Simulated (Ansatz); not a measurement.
Gas-phase electronic energies from Ansatz, PBE0-D4/def2-TZVP geometries. CCSD(T)/CBS is the MP2 limit (def2-TZVPP, def2-QZVPP) plus CCSD(T) − MP2 in def2-TZVPP, frozen cores. This one scheme is used for every species. DFT in def2-TZVPP. For Se outer-core shells are correlated without core-valence functions, which leaves a few kJ/mol of doubt a bond. Scalar relativity is left out up to krypton. One conformer a species, not always the lowest.

Consider the substitution at a C–B bond: `BCC=N` + `C[SeH]` → `C[Se]CC=N` + BH₃.

`BCC=N`:

Z-matrix (Å, degrees):
```
C
C 1 1.494
B 1 1.554 2 115.9
H 1 1.110 2 108.0 3 -109.9
H 1 1.094 2 112.1 3 133.9
N 2 1.263 1 127.7 3 -124.5
H 2 1.095 1 115.2 3 53.6
H 3 1.196 1 120.3 2 157.5
H 3 1.197 1 120.2 2 -26.4
H 6 1.023 2 110.8 1 -1.6
```

`C[SeH]`:

Z-matrix (Å, degrees):
```
C
Se 1 1.949
H 1 1.088 2 110.6
H 1 1.087 2 110.6 3 -123.3
H 1 1.089 2 106.0 3 118.4
H 2 1.468 1 95.4 3 61.7
```

`C[Se]CC=N`:

Cartesian coordinates in Å:
```
C 0.184 -1.246 -1.413
Se -1.391 -0.530 -0.528
C -0.510 0.019 1.113
C 0.344 1.254 1.012
N 0.440 2.064 0.053
H 0.577 -2.091 -0.850
H -0.136 -1.585 -2.398
H 0.943 -0.474 -1.524
H -1.305 0.187 1.846
H 0.084 -0.817 1.491
H 0.945 1.453 1.907
H -0.178 1.764 -0.711
```

BH₃:

```xyz
4

B     0.000    0.000    0.000
H     0.334   -0.948    0.643
H    -0.681   -0.146   -0.969
H     0.347    1.094    0.326
```

```
             level  ΔE (kcal/mol)  difference from CCSD(T)/CBS
           ωB97X-V           11.3                          1.2
           ωB97M-V           11.6                          1.5
            B2PLYP           11.7                          1.6
               PBE           13.7                          3.6
            r2SCAN           13.0                          2.9
     HF/def2-TZVPP           13.4                          3.3
    MP2/def2-TZVPP            8.5                         -1.6
SCS-MP2/def2-TZVPP            8.9                         -1.2
   CCSD/def2-TZVPP           10.7                          0.6
CCSD(T)/def2-TZVPP            9.9                         -0.2
     HF/def2-QZVPP           13.6                          3.5
    MP2/def2-QZVPP            8.7                         -1.4
SCS-MP2/def2-QZVPP            9.1                         -1.0
      HF/CBS(def2)           13.6                          3.5
     MP2/CBS(def2)            8.7                         -1.4
    CCSD/CBS(def2)           10.9                          0.8
       CCSD(T)/CBS           10.1                            0
```

Largest T1 diagnostic among the species: 0.012.

The D4 term adds −2.4 kcal/mol with B3LYP and −1.3 kcal/mol with PBE0; it sums over pairs of atoms, weighted by their polarisabilities, and B3LYP, whose exchange is more repulsive, gets the larger term. In def2-TZVPP, CCSD(T) changes the Hartree–Fock value by −3.5 kcal/mol (the triples alone add −0.8 kcal/mol) and MP2 by −4.9 kcal/mol.

B3LYP here is the variant with VWN-RPA as its local correlation; programs differ in this.
